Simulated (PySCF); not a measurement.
GeH₃Cl, SMILES [GeH3][Cl]. Coordinates come from a PBE0-D3(BJ)/def2-TZVP optimisation.

TDA-LC-ωPBE/def2-TZVPD (PySCF) puts the lowest singlet excitations at 7.38, 7.38, 8.59, 8.59, 9.08, 9.15 eV.

Q: What are the lowest excitation roots from ADC(2)/aug-cc-pVDZ (PySCF)? (An estimate is asked for; the answer gives what the named calculation found.)

A: 7.26, 7.26, 8.04, 8.04, 8.81, 8.97 eV. S1 differs by -0.12 eV (second minus first; roots are paired by order, and the bases may differ).
